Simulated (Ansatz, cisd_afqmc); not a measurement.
Species: PbO, charge 0, singlet. A triplet may lie lower; no result for it is given here. PbO (SMILES [O]=[Pb]).
B3LYP-D3(BJ)/def2-TZVP minimum from Ansatz (a quantum-chemistry and plane-wave program):
```xyz
2

Pb     0.0000     0.0000    -0.1708
O      0.0000     0.0000     1.7508
```

Total energies in def2-SVP, 10 correlated electrons, 10 frozen orbitals. Radicals and triplets start from unrestricted determinants; spin-orbit coupling is neglected. Cores are frozen in correlated methods (noble-gas shells, and filled d and f shells in the p block). Past Kr the def2 sets carry scalar-relativistic core potentials. AFQMC/CISD: phaseless, guided by CISD from CCSD amplitudes; bars are statistical, one sigma. Outlying blocks are dropped, and bars are widened where a walk drifts. Over all cases where full CI ran beside it in this data, AFQMC minus full CI had a median of +0.1 mEh and passed +0.4 mEh in a tenth of the cases. Spin-orbit terms, left out, reach several kcal/mol for Br and I, and more for heavier atoms. The T1 diagnostic of OPb ([O]=[Pb], singlet) reaches 0.055 in the sets run. The restricted determinant of OPb ([O]=[Pb], singlet) is unstable towards broken spin symmetry in at least one set run.

```json
[
 {"method": "HF", "program": "Ansatz", "energy (Eh)": "-266.56678", "minus CCSDTQ (mEh)": "296.75"},
 {"method": "MP2", "program": "Ansatz", "energy (Eh)": "-266.85715", "minus CCSDTQ (mEh)": "6.39"},
 {"method": "CCSD", "program": "Ansatz", "energy (Eh)": "-266.84199", "minus CCSDTQ (mEh)": "21.54"},
 {"method": "CCSD(T)", "program": "Ansatz", "energy (Eh)": "-266.86093", "minus CCSDTQ (mEh)": "2.61"},
 {"method": "CCSDT(Q)", "program": "Ansatz", "energy (Eh)": "-266.86496", "minus CCSDTQ (mEh)": "-1.43"},
 {"method": "CCSDTQ", "program": "Ansatz", "energy (Eh)": "-266.86354", "minus CCSDTQ (mEh)": "0.00"},
 {"method": "AFQMC/CISD", "program": "cisd_afqmc", "energy (Eh)": "-266.8614 ± 0.0004", "minus CCSDTQ (mEh)": "2.1 ± 0.4"}
]
```

Rough core times of Ansatz's runs on a shared machine: CCSD(T) under 20 s, CCSDT(Q) under 20 s, CCSDTQ 4 min.
